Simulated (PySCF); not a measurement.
# [MoF4]+: angle to the S4 axis scan

The complex [MoF4]+ (charge +1) contains Mo(V), shell d1. The structure is a model geometry with rigid ligands and bond lengths from ionic radii, not a minimum; coordination tetrahedral, point group Td, metal–donor distances 1.79 Å.

The d shell alone is too small an active space for [MoF4]+ (an active orbital has only 0.64 squared overlap with the free ion's shell): its levels, fitted parameters, g values and moments show what this model gives and aren't sound predictions.

```
5

Mo    0.0000    0.0000    0.0000
F     1.0335    1.0335    1.0335
F    -1.0335   -1.0335    1.0335
F    -1.0335    1.0335   -1.0335
F     1.0335   -1.0335   -1.0335
```

Method (PySCF 2.14, density fitting): CASSCF(1,5) with orbitals averaged over all microstates of the shell, strongly contracted NEVPT2 on the averaged canonical orbitals; basis x2c-TZVPall on the metal, x2c-SVPall elsewhere; spin-free X2C; gas phase; spin-orbit coupling by state interaction with the mean-field operator over all roots.

The angle between each bond and z is 54.7° in a regular tetrahedron, less in an elongated one and 90° in a plane.

| angle to the S4 axis | group | ground | next state (NEVPT2) / cm⁻¹ | orbital energies above the lowest (NEVPT2 fit) / cm⁻¹ | μeff(300 K) / μB |
| --- | --- | --- | --- | --- | --- |
| 45.0° | D2d | 2B1 (from 2E) | 2A1 (from 2E) 7315 | 0 7315 10168 26949 26950 | 1.62 |
| 50.0° | D2d | 2B1 (from 2E) | 2A1 (from 2E) 3851 | 0 3851 13729 22332 22332 | 1.64 |
| 54.7° | Td | 2E | 2T2 17490 | 0 0 17490 17490 17490 | 1.65 |
| 60.0° | D2d | 2A1 (from 2E) | 2B1 (from 2E) 4563 | 0 4563 16363 16363 26729 | 1.65 |
| 65.0° | D2d | 2A1 (from 2E) | 2B1 (from 2E) 8787 | 0 8787 15126 15126 35838 | 1.64 |
| 72.0° | D2d | ? | ? | ? | ? |
| 80.0° | D2d | 2A1 | 2E 11099 | 0 11099 11099 18814 61214 | 1.61 |

(1) Fill in the row at 72.0°.

At 54.7° the ground state is orbitally degenerate, so the regular structure would distort there (Jahn–Teller).

The geometry is a model, and the complex may not exist in this form. Charge-transfer states lie outside this active space and may come lower than some of these levels. NEVPT2 on the d shell alone tends to put d–d bands too high for such charged or covalently bound ions.

Answers

(1) ground: 2A1; next state (NEVPT2) / cm⁻¹: 2E 13138; orbital energies above the lowest (NEVPT2 fit) / cm⁻¹: 0 13138 13138 14067 48420; μeff(300 K) / μB: 1.63.
